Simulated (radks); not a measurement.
Problem. Se XXV, configuration [Ne]. All-electron calculation, Dirac Kohn-Sham, LB94 model potential, spin-unpolarised, spherical densities, finite nucleus; Fermi nuclear charge, rms radius 4.14 fm. Program: a radial shooting solver on a logarithmic mesh with Libxc functionals. Some entries of the table are withheld. Estimate them.

orbital  occ.  eigenvalue (eV)  r(max) (bohr)  <r> (bohr)
1s1/2       2        -13736.85        0.02878     0.04396
2s1/2       2              (1)         0.1633      0.1922
2p1/2       2              (2)         0.1280      0.1648
2p3/2       4              (3)         0.1311      0.1684

Solution. 
(1) 2s1/2 eigenvalue (eV): -2714.897
(2) 2p1/2 eigenvalue (eV): -2562.230
(3) 2p3/2 eigenvalue (eV): -2518.267
